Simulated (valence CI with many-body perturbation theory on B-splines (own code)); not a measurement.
Bi LXII: magnetic and hyperfine properties of the levels

Method: relativistic CI+MBPT: four valence electrons over a frozen Dirac-Fock core [Ar], a basis of 7 s, 7 p, 8 d, 6 f, 4 g, 1 h functions for each j, with the one-electron correlation potential Σ1, the two-electron term Σ2, the three-electron term Σ3, Breit, model QED; selected CI, second order for the rest, scaled by the run's own slope (own B-spline code, finite nucleus).

No measured spectrum was set against this ion. As an estimate, large intervals hold to a few tenths of a per cent, small ones and those within an open d or f shell to about a per cent. Excitations out of the core, of the other parity, are not computed and may begin above about 282 eV (a cautious bound); beyond it only levels of the ground parity were kept, without lifetimes. Only levels of the ground parity were solved; by the run's estimate the other parity begins above the list, which can be wrong where configurations are misplaced.

A/g_I is the dipole constant over the nuclear g factor μ/I (μ in nuclear magnetons, uniformly magnetised nucleus), B/Q the quadrupole constant per barn. Both hold the static response of the core; the bare values leave it out. Large factors of s and p1/2 electrons are usually good to 5 to 10 %; those of open d and f shells near neutrality can be off by tens of per cent, and small factors of p3/2, d and f electrons come from cancelling terms and can be off by a factor of two or in sign, in half-filled shells by more. B is blank for J = 1/2, where it vanishes, and for nearly pure S terms. Energies count from the lowest level. Levels with J = 0 are left out.

Levels are named by their leading jj configuration (3d3/2^4 stands for four electrons in 3d with j = 3/2), which in mixed levels can hold well under half, so a name can repeat and another be missing. Letters in brackets count levels of one name in rising energy.

| Level | E (× 10³ cm⁻¹) | g | A/g_I (MHz) | A/g_I bare | B/Q (MHz/b) | B/Q bare |
| --- | --- | --- | --- | --- | --- | --- |
| (3d3/2^3 3d5/2) J=1 | 929.95 | 1.487 | -13300 | -11000 | 27200 | 27300 |
| (3d3/2^3 3d5/2) J=4 | 1036.0 | 1.048 | 96700 | 97200 | 10100 | 9820 |
| (3d3/2^3 3d5/2) J=2 | 1076.8 | 1.170 | 66700 | 67700 | 99000 | 99700 |
| (3d3/2^3 3d5/2) J=3 | 1105.6 | 1.091 | 87700 | 88400 | 80800 | 81300 |
| (3d3/2^2 3d5/2^2) J=2 [a] | 1937.5 | 1.317 | 19600 | 21200 | 47800 | 48200 |
| (3d3/2^2 3d5/2^2) J=4 [a] | 1963.5 | 1.128 | 77200 | 78000 | -37400 | -37900 |
| (3d3/2^2 3d5/2^2) J=3 [a] | 1984.9 | 1.185 | 59600 | 60600 | 15800 | 15900 |
| (3d3/2^2 3d5/2^2) J=5 | 2011.5 | 1.075 | 86900 | 87500 | 77700 | 78200 |
| (3d3/2^2 3d5/2^2) J=6 | 2035.1 | 1.059 | 93000 | 93500 | 99700 | 100000 |
| (3d3/2^2 3d5/2^2) J=1 | 2071.9 | 1.032 | 106000 | 107000 | 17400 | 17500 |
| (3d3/2^2 3d5/2^2) J=3 [b] | 2090.5 | 1.040 | 101000 | 102000 | 15500 | 15600 |
| (3d3/2^2 3d5/2^2) J=4 [b] | 2096.7 | 1.024 | 99600 | 99900 | -22300 | -22300 |
| (3d3/2^2 3d5/2^2) J=2 [b] | 2118.0 | 1.064 | 91400 | 91900 | 46800 | 47100 |
| (3d3/2^2 3d5/2^2) J=2 [c] | 2238.5 | 0.951 | 123000 | 123000 | -11700 | -11900 |
| (3d3/2^2 3d5/2^2) J=4 [c] | 2287.8 | 1.165 | 67500 | 68500 | 147000 | 148000 |
| (3d3/2^2 3d5/2^2) J=2 [d] | 2416.1 | 1.092 | 88900 | 89600 | -64200 | -64500 |
| (3d3/2 3d5/2^3) J=4 [a] | 2973.9 | 1.171 | 62100 | 63000 | -87300 | -88100 |
| (3d3/2 3d5/2^3) J=3 [a] | 2987.6 | 1.213 | 46000 | 47100 | 6280 | 6460 |
| (3d3/2 3d5/2^3) J=1 [a] | 3037.3 | 1.047 | 79500 | 79900 | 39100 | 39300 |
| (3d3/2 3d5/2^3) J=5 | 3042.5 | 1.128 | 75200 | 76000 | -55800 | -56300 |
| (3d3/2 3d5/2^3) J=6 | 3043.8 | 1.077 | 85600 | 86200 | 112000 | 113000 |
| (3d3/2 3d5/2^3) J=2 [a] | 3123.4 | 1.049 | 97700 | 98100 | 74100 | 74500 |
| (3d3/2 3d5/2^3) J=3 [b] | 3140.3 | 1.080 | 85800 | 86400 | 17000 | 17300 |
| (3d3/2 3d5/2^3) J=4 [b] | 3286.1 | 1.045 | 94400 | 94900 | 110000 | 111000 |
| (3d3/2 3d5/2^3) J=3 [c] | 3286.3 | 1.050 | 93600 | 94100 | 123000 | 123000 |
| (3d3/2 3d5/2^3) J=1 [b] | 3291.9 | 1.377 | 20300 | 22100 | -66000 | -66300 |
| (3d3/2 3d5/2^3) J=2 [b] | 3323.7 | 1.107 | 80800 | 81500 | -159000 | -160000 |
| (3d5/2^4) J=4 | 4074.6 | 1.163 | 61700 | 62600 | -103000 | -104000 |
| (3d5/2^4) J=2 | 4168.1 | 1.130 | 63600 | 64300 | 76800 | 77200 |

Question: Take the isotope of mass number 207, with I = 9/2, μ = 4.0729 μN, leaving out the quadrupole term. What is the hyperfine structure of (3d3/2^2 3d5/2^2) J=3 [a]?

Answer: From the table A = 53900 MHz. Shifts from the centre of gravity in MHz: F = 3/2: -889000, F = 5/2: -755000, F = 7/2: -566000, F = 9/2: -323000, F = 11/2: -27000, F = 13/2: 323000, F = 15/2: 728000.
